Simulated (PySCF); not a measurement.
[DyF2]+ at several levels of theory

Computed with PySCF 2.14.0 (density fitting, no spin-orbit coupling) at the geometry relaxed with PBE0:

```xyz
3
[DyF2]+ (singlet in the valence; each metal's 4f electrons, 9 of them, lie in its core potential, out of spins and levels)
Dy    0.0000    0.0000   -0.3284
F     1.5817    0.0000    0.7763
F    -1.5817    0.0000    0.7763
```

```tsv
level	basis	state	HOMO (eV)	gap (eV)	charge on Dy1 (e)	population of f-type functions on Dy1 (polarisation alone where 4f lies in the core)	dipole about the centre of mass (D)	largest force component (eV/Å)
PBE0	Dy lcecp-1-SVP with ECP55, F def2-SVP	singlet	-16.22	8.01	1.65	0.08	6.27	0.01
TPSSh	the same	singlet	-15.13	6.70	1.62	0.08	6.12	0.36
PBE	the same	singlet	-14.32	5.36	1.50	0.08	5.75	0.47
```

In the lcecp rows the 4f levels are missing from HOMO and gap, and the state counts the valence alone.

Charges are Mulliken's, which hang on the basis. The relaxation used the grid (50, 194), these runs (75, 302) or, all-electron (x2c bases, spin-free X2C Hamiltonian), (99, 590).

(1) What does PBE0 with Dy lcecp-1-TZVP with ECP55, F def2-TZVP give here?

An lcecp potential fixes the number of 4f electrons, so in runs with it no electron can move into or out of that shell.

Answers

(1) state singlet, HOMO (eV) -16.24, gap (eV) 8.12, charge on Dy1 (e) 1.85, population of f-type functions on Dy1 (polarisation alone where 4f lies in the core) 0.09, dipole about the centre of mass (D) 6.32, largest force component (eV/Å) 0.23. Time: 4.9 s on 2 threads of Arm Neoverse V2 (shared host), from free ions and atoms.
